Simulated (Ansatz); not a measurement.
`[CH3][Al]([NH2])[CH]=O` → Al• + 2 C• + 6 H• + N• + O•  (atomization)

Program: Ansatz. Geometries: PBE0-D4/def2-TZVP. ΔE: electronic, gas phase. CBS: MP2 limit from def2 TZ/QZ plus the TZ coupled-cluster correction, frozen cores. This one scheme is used for every species, atoms too. Functionals use def2-TZVPP. B3LYP here is the variant with VWN-RPA as its local correlation; programs differ in this. Open shells (•) are unrestricted, without spin–orbit coupling. Spin–orbit coupling would lower the free atoms: a little for Al, C, O. Each species was taken in one conformer, which may not be the lowest.

```csv
level,ΔE (eV)
r2SCAN-D4,42.68
B3LYP,42.42
SCS-MP2/def2-TZVPP,42.09
MP2/def2-QZVPP,42.96
```

**Question.** What does CCSD(T)/CBS give? (Best estimate.)

**Answer.** The calculation gave: +42.67 eV. The listed levels differ from it by 0.01, -0.25, -0.58, 0.29 eV.

Largest T1 diagnostic among the species: 0.018.

The D4 term adds +0.30 eV with B3LYP and +0.16 eV with PBE0; it sums over pairs of atoms, weighted by their polarisabilities, and B3LYP, whose exchange is more repulsive, gets the larger term. In def2-TZVPP, CCSD(T) changes the Hartree–Fock value by +11.43 eV (the triples alone add +0.71 eV) and MP2 by +12.22 eV; breaking electron pairs costs correlation energy, which Hartree–Fock lacks. From PBE to PBE0 (25 % exact exchange), in def2-TZVPP and without D4, ΔE moves by −1.03 eV: exact exchange takes away binding that semilocal exchange gives to molecules.

For atomizations the MP2-based limit and the directly extrapolated one differ by several kJ/mol either way, and by 10 to 25 for some Ge, Se and Sn compounds, so smaller differences from it don't rank the levels.
